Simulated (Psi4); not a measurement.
GaI₃, singlet, at a GFN2-xTB geometry (such geometries of metal compounds can be far from the true shape) (core potentials on I); PBE0/def2-SV(P) run with Psi4.

Here is a job for Psi4.
```
memory 2 GB

molecule mol {
0 1
  Ga    0.000000    0.000000   -0.000000
  I    -2.059714   -1.430075   -0.046663
  I     0.015673    2.214894   -1.176313
  I     2.044041   -0.784819    1.222976
}

set basis def2-sv(p)
set reference rks
set guess modhuckel

energy('pbe0')
print_variables()
```

**Question.** Predict the main parts of the log of this Psi4 run.

**Answer.** 
```
   => Loading Basis Set <=

    Name: DEF2-SV(P)
    Role: ORBITAL
    Keyword: BASIS

    !!!  WARNING: ECP capability is in beta. Please check occupations closely.  !!!

         ---------------------------------------------------------
                                   SCF
               by Justin Turney, Rob Parrish, Andy Simmonett
                          and Daniel G. A. Smith
                              RKS Reference
         ---------------------------------------------------------

  ==> Geometry <==

    Molecular point group: cs
    Full point group: Cs

    Geometry (in Angstrom), charge = 0, multiplicity = 1:

       Center              X                  Y                   Z               Mass
    ------------   -----------------  -----------------  -----------------  -----------------
         GA          -0.000000000000     0.000000000000     0.000000000000    68.925573500000
         I           -1.239570336451     2.180178681664     0.000000000000   126.904471900000
         I            2.507875222484    -0.016589652970     0.000000000000   126.904471900000
         I           -1.268304886033    -2.163589028694     0.000000000000   126.904471900000

  Running in cs symmetry.

  Rotational constants: A =      0.01408  B =      0.01408  C =      0.00704 [cm^-1]
  Rotational constants: A =    422.10275  B =    422.10263  C =    211.05135 [MHz]
  Nuclear repulsion =  718.994548487597854

  Charge       = 0
  Multiplicity = 1
  Electrons    = 106
  Nalpha       = 53
  Nbeta        = 53

  ==> Algorithm <==

  SCF Algorithm Type is DF.
  DIIS enabled.
  MOM disabled.
  Fractional occupation disabled.
  Guess Type is MODHUCKEL.
  Energy threshold   = 1.00e-06
  Density threshold  = 1.00e-06
  Integral threshold = 1.00e-12

  ==> Primary Basis <==

  Basis Set: DEF2-SV(P)
    Blend: DEF2-SV(P)
    Number of shells: 42
    Number of basis functions: 110
    Number of Cartesian functions: 119
    Spherical Harmonics?: true
    Max angular momentum: 2

  Core potential: DEF2-SV(P)
    Number of shells: 12
    Number of ECP primitives: 87
    Number of ECP core electrons: 84
    Max angular momentum: 3

  ==> DFT Potential <==

   => LibXC <=

    Version 7.1.2
    S. Lehtola, C. Steigemann, M. J. T. Oliveira, and M. A. L. Marques,  SoftwareX 7, 1–5 (2018) (10.1016/j.softx.2017.11.002)

   => Composite Functional: PBE0 <=

    PBE0 Hyb-GGA Exchange-Correlation Functional

    C. Adamo and V. Barone,  J. Chem. Phys. 110, 6158 (1999) (10.1063/1.478522)
    M. Ernzerhof and G. E. Scuseria,  J. Chem. Phys. 110, 5029 (1999) (10.1063/1.478401)

    Deriv               =              1
    GGA                 =           TRUE
    Meta                =          FALSE

    Exchange Hybrid     =           TRUE
    MP2 Hybrid          =          FALSE

   => Exchange Functionals <=

    0.7500   Perdew, Burke & Ernzerhof

   => Exact (HF) Exchange <=

    0.2500               HF

   => Correlation Functionals <=

    1.0000   Perdew, Burke & Ernzerhof

   => LibXC Density Thresholds  <==

    XC_HYB_GGA_XC_PBEH:  1.00E-15

   => Molecular Quadrature <=

    Radial Scheme          =       TREUTLER
    Pruning Scheme         =           NONE
    Nuclear Scheme         =       TREUTLER

    Blocking Scheme        =         OCTREE
    BS radius alpha        =              1
    Pruning alpha          =              1
    Radial Points          =             75
    Spherical Points       =            302
    Total Points           =          83004
    Total Blocks           =            752
    Max Points             =            256
    Max Functions          =            102
    Weights Tolerance      =       1.00E-15

   => Loading Basis Set <=

    Name: (DEF2-SV(P) AUX)
    Role: JKFIT
    Keyword: DF_BASIS_SCF

  ==> Integral Setup <==

  SCF_SUBTYPE=INCORE selected. In-core MEM_DF algorithm will be used.
  Using in-core AOs.

  ==> MemDFJK: Density-Fitted J/K Matrices <==

    J tasked:                   Yes
    K tasked:                   Yes
    wK tasked:                   No
    Algorithm:                 Core
    Schwarz Cutoff:           1E-12
    Mask sparsity (%):       6.2810
    Fitting Condition:        1E-10

   => Auxiliary Basis Set <=

  Basis Set: (DEF2-SV(P) AUX)
    Blend: DEF2-UNIVERSAL-JKFIT
    Number of shells: 198
    Number of basis functions: 920
    Number of Cartesian functions: 1298
    Spherical Harmonics?: true
    Max angular momentum: 5

  Minimum eigenvalue in the overlap matrix is 1.4688483928E-02.
  Reciprocal condition number of the overlap matrix is 4.0188968657E-03.
    Using symmetric orthogonalization.

  ==> Pre-Iterations <==

  SCF Guess: Huckel guess via on-the-fly atomic UHF (doi:10.1021/acs.jctc.8b01089) with the updated GWH rule from doi:10.1021/ja00480a005.

   -------------------------------------------------------
    Irrep   Nso     Nmo     Nalpha   Nbeta   Ndocc  Nsocc
   -------------------------------------------------------
     A'        76      76      37      37      37       0
     A"        34      34      16      16      16       0
   -------------------------------------------------------
    Total     110     110      53      53      53       0
   -------------------------------------------------------

  ==> Iterations <==

                           Total Energy        Delta E     RMS |[F,P]|

   @DF-RKS iter   1: -2807.35776518842022   -2.80736e+03   4.62901e-02 ADIIS/DIIS
   @DF-RKS iter   2: -2816.40212404664453   -9.04436e+00   2.62528e-02 ADIIS/DIIS
   @DF-RKS iter   3: -2817.07046553572309   -6.68341e-01   1.69997e-02 ADIIS/DIIS
   @DF-RKS iter   4: -2817.58528041545878   -5.14815e-01   4.28071e-03 ADIIS/DIIS
   @DF-RKS iter   5: -2817.65652207443691   -7.12417e-02   1.19333e-03 ADIIS/DIIS
   @DF-RKS iter   6: -2817.66321702241248   -6.69495e-03   4.12781e-04 ADIIS/DIIS
   @DF-RKS iter   7: -2817.66400472043915   -7.87698e-04   5.83901e-05 DIIS
   @DF-RKS iter   8: -2817.66401434373893   -9.62330e-06   1.83895e-05 DIIS
   @DF-RKS iter   9: -2817.66401605024839   -1.70651e-06   2.47062e-06 DIIS
   @DF-RKS iter  10: -2817.66401609006152   -3.98131e-08   2.83807e-07 DIIS
  Energy and wave function converged.

  ==> Post-Iterations <==

   Electrons on quadrature grid:
      Ntotal   =  105.9999892823 ; deviation = -1.072e-05

    Orbital Energies [Eh]
    ---------------------

    Doubly Occupied:

[...]
    Virtual:

[...]
    Final Occupation by Irrep:
             Ap   App
    DOCC [    37,   16 ]
    NA   [    37,   16 ]
    NB   [    37,   16 ]

  @DF-RKS Final Energy: -2817.66401609006152

   => Energetics <=

    Nuclear Repulsion Energy =            718.9945484875978536
    One-Electron Energy =               -5672.4249583890468784
    Two-Electron Energy =                2243.1303675584954362
    DFT Exchange-Correlation Energy =    -107.3639737471079485
    Empirical Dispersion Energy =           0.0000000000000000
    VV10 Nonlocal Energy =                  0.0000000000000000
    Total Energy =                      -2817.6640160900615228

Computation Completed

Properties will be evaluated at   0.000000,   0.000000,   0.000000 [a0]

Properties computed using the SCF density matrix

 Multipole Moments:

 ------------------------------------------------------------------------------------
     Multipole            Electronic (a.u.)      Nuclear  (a.u.)        Total (a.u.)
 ------------------------------------------------------------------------------------

 L = 1.  Multiply by 2.5417464519 to convert [e a0] to [Debye]
 Dipole X            :         -0.0000411            0.0000000           -0.0000411
 Dipole Y            :          0.0000072            0.0000000            0.0000072
 Dipole Z            :          0.0000000            0.0000000            0.0000000
 Magnitude           :                                                    0.0000418

 ------------------------------------------------------------------------------------

  Variable Map:
  ----------------------------------------------------------------------------
[...]
  Array Variable Map:
  ----------------------------------------------------------------------------
[...]
[...]
```
